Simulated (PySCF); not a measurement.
Series Al-XY, Y = chloro, computed as singlets and as triplets. Gas-phase values, no solvent. One relaxed conformer stands for each flexible species; it need not be the lowest. Strings in code marks are SMILES.

Calculation: PBE-D3(BJ)/def2-TZVPD // PBE0-D3(BJ)/def2-TZVPD (PySCF). 

```json
[
 {"species": "X = chloro, multiplicity 1 (`[Cl][Al-][Cl]` (lower singlet))", "HOMO (eV)": "-0.14"},
 {"species": "X = cyano, multiplicity 1 (`N#[C][Al-][Cl]` (lower singlet))", "HOMO (eV)": "-0.24"},
 {"species": "X = mercapto, multiplicity 1 (`[SH][Al-][Cl]` (lower singlet; H–S–Al–Cl torsion 0°))", "HOMO (eV)": "-0.02"},
 {"species": "X = isocyano, multiplicity 1 (`[C-]#[N+][Al-][Cl]` (lower singlet))", "HOMO (eV)": "(withheld)"}
]
```

### Question
Complete the blanks.

### Answer

- X = isocyano, multiplicity 1 (`[C-]#[N+][Al-][Cl]` (lower singlet)), HOMO (eV): -0.31
